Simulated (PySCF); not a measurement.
Species: C5H6N2O2.
Bonds: C1–C2, C2–O3 (double), C2–C4, C4–N5 (aromatic), N5–O6 (aromatic), O6–C7 (aromatic), C7–C8, C7–N9 (aromatic), C4–N9 (aromatic). Hydrogens: H10, H11, H12 on C1; H13, H14, H15 on C8.

Computed with PySCF at wB97X-D/pcSseg-2, non-relativistic, on one gas-phase PBE0-D3(BJ)/def2-TZVP geometry that isn't relaxed in the solvent. The solvent is an IEF-PCM continuum (cavity from Bondi-type radii × 1.2). The model holds no explicit solvent molecules, cavitation or dispersion.

Gas phase at wB97X-D/pcSseg-2: HOMO -9.66 eV, LUMO -0.12 eV, dipole 4.99 D.

What does the continuum do to the energy, the frontier levels and the dipole at wB97X-D/pcSseg-2 in chloroform?

```tsv
solvent	ε	E(solvent) − E(gas) (kcal/mol)	polarisation term (kcal/mol)	distortion of the solute (kcal/mol)	HOMO (eV)	LUMO (eV)	dipole (D)
chloroform	4.711	-6.81	-7.78	0.97	-9.88	-0.22	6.07
```

Polarisation term: ½ Σ q·V over the induced surface charges. Distortion: the rise of the solute's own energy as its density leaves the gas-phase optimum.

Which radius a makes the point-dipole formula ΔE = −[(ε − 1)/(2ε + 1)]·μ²/a³ give the value in chloroform, with the gas-phase dipole?

μ = 1.965 au and |ΔE| = 0.01086 Eh give a = 2.66 Å; the farthest nucleus lies 3.70 Å from the centroid of the nuclei, so such a sphere wouldn't even hold the nuclei. The formula assumes a rigid point dipole at the centre of a sphere.

On an Intel Xeon at 2.50 GHz with 2 threads, no GPU, shared host with 64 logical CPUs at a one-minute load of 58, this took 3.9 min wall, 7.3 min CPU and 2.8 GiB of memory at its peak. This is the whole shielding run at wB97X-D/pcSseg-2 in chloroform, SCF included.

Shape of the structure used: `[CH3:1][C:2](=[O:3])[c:4]1[n:5][o:6][c:7]([CH3:8])[n:9]1`: C1–C2–C4–N5 177°.

Note: wB97X-D ran without an empirical dispersion term, which enters the total energy and its gradient alone.
